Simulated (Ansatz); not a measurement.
Zn10O10. Total charge 0; singlet. Geometry PBE-D4/def2-SVP; atoms count from 1.

```tsv
atom	x (Å)	y (Å)	z (Å)
Zn1	-0.700	-0.999	2.959
Zn2	-0.147	1.823	1.559
Zn3	1.683	0.118	2.445
Zn4	2.243	2.367	-0.101
Zn5	-1.801	-2.109	0.299
Zn6	0.529	-2.727	1.323
Zn7	-0.115	-2.054	-1.886
Zn8	-1.683	0.829	-1.113
Zn9	0.151	2.701	-1.782
Zn10	-0.265	0.200	-3.449
O11	-0.184	0.782	3.127
O12	-1.475	-2.453	2.110
O13	1.334	-1.697	2.655
O14	-0.886	2.234	-0.093
O15	1.935	1.758	1.568
O16	1.961	3.072	-1.709
O17	-1.875	-1.015	-1.217
O18	-0.125	-3.147	-0.370
O19	0.528	-1.392	-3.474
O20	-1.109	1.708	-2.850
```

Single mean-field runs in def2-SVP are fitted with def2-universal-jkfit.

Estimate the Mulliken populations from the PBE0/def2-SVP orbitals of Ansatz.


```
atom  charge (e)  d electrons
 Zn1        0.75         9.95
 Zn2        0.77         9.95
 Zn3        0.79         9.95
 Zn4        0.75         9.92
 Zn5        0.76         9.95
 Zn6        0.77         9.95
 Zn7        0.77         9.94
 Zn8        0.75         9.95
 Zn9        0.77         9.95
Zn10        0.74         9.92
 O11       -0.76            –
 O12       -0.74            –
 O13       -0.76            –
 O14       -0.79            –
 O15       -0.79            –
 O16       -0.72            –
 O17       -0.79            –
 O18       -0.78            –
 O19       -0.73            –
 O20       -0.76            –
```
Mulliken values depend strongly on the basis.

And the Mayer bond orders between heavy atoms (over 0.3)?

Zn1–O11 0.72 (1.86 Å); Zn1–O12 0.75 (1.85 Å); Zn1–O13 0.37 (2.17 Å); Zn2–O11 0.69 (1.88 Å); Zn2–O14 0.72 (1.86 Å); Zn2–O15 0.41 (2.08 Å); Zn3–O11 0.43 (2.10 Å); Zn3–O13 0.74 (1.86 Å); Zn3–O15 0.63 (1.88 Å); Zn4–O15 0.77 (1.80 Å); Zn4–O16 1.02 (1.78 Å); Zn5–O12 0.72 (1.87 Å); Zn5–O17 0.68 (1.87 Å); Zn5–O18 0.43 (2.08 Å); Zn6–O12 0.37 (2.17 Å); Zn6–O13 0.71 (1.87 Å); Zn6–O18 0.72 (1.86 Å); Zn7–O17 0.35 (2.15 Å); Zn7–O18 0.67 (1.87 Å); Zn7–O19 0.83 (1.84 Å); Zn8–O14 0.63 (1.91 Å); Zn8–O17 0.74 (1.86 Å); Zn8–O20 0.48 (2.03 Å); Zn9–O14 0.43 (2.04 Å); Zn9–O16 0.81 (1.85 Å); Zn9–O20 0.59 (1.93 Å); Zn10–O19 1.00 (1.78 Å); Zn10–O20 0.78 (1.83 Å).
